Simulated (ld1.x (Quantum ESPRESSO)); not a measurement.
## Sb ultrasoft: all-electron and pseudo phase curves

Sb, ultrasoft, made with ld1.x (Quantum ESPRESSO) 7.5 (PBE, scalar-relativistic). Core [Kr] 4d10, reference 5s2 5p3. Waves: 5s (bound): rcut 1.75, rcutus 2.05 bohr; 5s channel at 0.25 Ry: rcut 1.75, rcutus 2.05 bohr; 5p (bound): rcut 1.95, rcutus 2.20 bohr; 5p channel at -0.05 Ry: rcut 1.95, rcutus 2.20 bohr; 5d channel at -0.15 Ry: rcut 1.60, rcutus 2.10 bohr. Local part: all-electron potential smoothed inside 1.55 bohr (lloc = -2). Core correction: none. Augmentation charge: PSQ, inside the norm-conserving radii.

The phase is arctan(r·u′/u) with u = r·R(r), unwrapped; energies in Ry, scanned from -3 to 5 Ry. A pole is an energy at which the radial function vanishes at the test radius. The pseudo phase is shifted by a multiple of π to meet the all-electron one at the reference energy, and phase errors are pseudo minus all-electron; the curves can meet again beyond the range given. Levels narrower than the energy grid can be missing from the lists of poles.

Q: For each channel, where are the poles, and over which energies does the pseudopotential scatter like the atom?

A:

```tsv
channel	radius (bohr)	reference energy (Ry)	poles, all-electron	poles, pseudo	unbroken range about the reference energy with phases within 0.05 rad	phase error 1 Ry above the reference energy (rad)
s	2.40	-0.94	0.85	0.85, 4.42	below 3.7	+0.000
p	2.40	-0.35	2.31	2.28	below 4.3	-0.000
d	2.40	-0.15	-2.37, 4.90	1.20	-1.8 to 0.4	-1.115
```

Phases in the d channel:

| E (Ry) | all-electron | pseudo |
| --- | --- | --- |
| -3.00 | 1.259 | -1.795 |
| -2.76 | 1.157 | -1.803 |
| -2.52 | -0.617 | -1.811 |
| -2.28 | -1.661 | -1.820 |
| -2.04 | -1.748 | -1.829 |
| -1.80 | -1.788 | -1.841 |
| -1.56 | -1.816 | -1.853 |
| -1.32 | -1.841 | -1.868 |
| -1.08 | -1.866 | -1.885 |
| -0.84 | -1.893 | -1.905 |
| -0.60 | -1.924 | -1.930 |
| -0.36 | -1.960 | -1.962 |
| -0.12 | -2.005 | -2.005 |
| 0.12 | -2.063 | -2.070 |
| 0.36 | -2.140 | -2.182 |
| 0.60 | -2.248 | -2.449 |
| 0.84 | -2.406 | -3.461 |
| 1.08 | -2.645 | -4.532 |
| 1.32 | -2.995 | -4.827 |
| 1.56 | -3.418 | -4.968 |
| 1.80 | -3.792 | -5.071 |
| 2.04 | -4.056 | -5.169 |
| 2.28 | -4.229 | -5.280 |
| 2.52 | -4.347 | -5.417 |
| 2.76 | -4.430 | -5.600 |
| 3.00 | -4.492 | -5.847 |
| 3.24 | -4.539 | -6.164 |
| 3.48 | -4.577 | -6.510 |
| 3.72 | -4.609 | -6.817 |
| 3.96 | -4.635 | -7.052 |
| 4.20 | -4.658 | -7.221 |
| 4.44 | -4.679 | -7.342 |
| 4.68 | -4.697 | -7.432 |
| 4.92 | -4.714 | -7.500 |
